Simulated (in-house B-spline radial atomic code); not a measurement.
RPA and G0W0 on LDA exchange-only: Se6+

Configuration [Ar] 3d10, mean-field start LDA exchange-only. Computed with a B-spline radial code for spherical atoms: all electrons, non-relativistic, point nucleus, each spin shell either full or empty, empty states to l = 9 with an (l + 1/2)⁻⁴ tail; G0W0 by contour deformation at full frequency.

Command:
```bash
python run_gw.py task.json out
```
Settings (radii: box in bohr, nucleus in fm):
```
Z                        34
electrons                28
configuration            [Ar] 3d10
hamiltonian              nr
method                   lda,
lmax                     9
spin_polarised           False
box_radius               9.29
intervals                50
```

Run time, properties included: 1 s on 1 thread of Arm Neoverse V2 (shared host).

Energies (hartree):

| term | value |
| --- | --- |
| mean-field total | -2385.97750 |
| Hartree-Fock functional on these orbitals | -2390.78298 |
| direct second order | -2.4219 |
| second-order exchange | 0.6999 |
| SOSEX correction | 0.64898 |

Question: What is the RPA correlation energy, and what remains with SOSEX?

Answer: RPA gives -2.1222 hartree (-2.06 eV per electron); RPA + SOSEX gives -1.4732, and the second-order doubles -1.722 hartree (no singles). RPA lacks exchange-type terms and so overcorrelates at short range.

Quasi-particle levels (eV):

| level | occupied | mean field | Σx - vxc | Σc | QP weight | G0W0 |
| --- | --- | --- | --- | --- | --- | --- |
| 3d | yes | -138.86 | -20.93 | ? | ? | ? |
| 4s | no | -86.91 | 7.45 | -1.43 | 0.992 | -80.90 |

G0W0 = mean field + (Σx - vxc) + Σc, with Σc (partial-wave tail included) taken at the quasi-particle energy. Only the outer levels were computed. Levels of low weight are left out.

Question: Where does G0W0 put 3d?

Answer: At -157.17 eV, with Σc = 2.62 eV and a quasi-particle weight of 0.957. The tabulated removal energy is 155.327 ± 0.012 eV (NIST, measured); the calculation leaves out relativity, Breit and QED terms, and what these don't explain is the method's own error.
